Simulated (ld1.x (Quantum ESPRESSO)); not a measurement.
# platinum (Pt): what ld1.x (Quantum ESPRESSO) 7.5 does with a changed input

Command:

```bash
ld1.x < Pt.in > Pt.out
```

Input:

```
&input
   title='Pt', zed=78., rel=2, dft='PBE', iswitch=3, isic=1,
   config='[Xe] 4f14 5d9 6s0.5 6p0.5', rel_dist='average',
   nld=5, rlderiv=1.75, eminld=-10.0, emaxld=5.0, deld=0.04
 /
 &inputp
   pseudotype=2, tm=.true., lloc=1,
   nlcc=.false.,
   file_pseudopw='Pt.UPF', file_wfcaegen='ae.wfc', file_wfcncgen='nc.wfc', file_beta='beta', file_chi='chi'
 /
3
5S  1  0   2.00   0.00  1.30  1.30  0.0
5D  3  2   9.00   0.00  1.60  1.60  0.0
5P  2  1   6.00   0.00  1.20  1.20  0.0
 &test
   configts(1)='5s2 5p6 5d9 6s0.5 6p0.5'
 /
```

Output:

```
Program LD1 v.7.5

 %%%%%%%%%%%%%%%%%%%%%%%%%%%%%%%%%%%%%%%%%%%%%%%%%%%%%%%%%%%%%%%%%%%%%%%%%%%%%%
     Error in routine ld1_readin (1):
     SIC available with all-electron only
 %%%%%%%%%%%%%%%%%%%%%%%%%%%%%%%%%%%%%%%%%%%%%%%%%%%%%%%%%%%%%%%%%%%%%%%%%%%%%%

     stopping ...
```

**Question.** This input was made by a single change from one that runs to its end. What was changed?

**Answer.** The change: self-interaction correction asked for in a generation. The program refuses the input: "ld1_readin: SIC available with all-electron only".
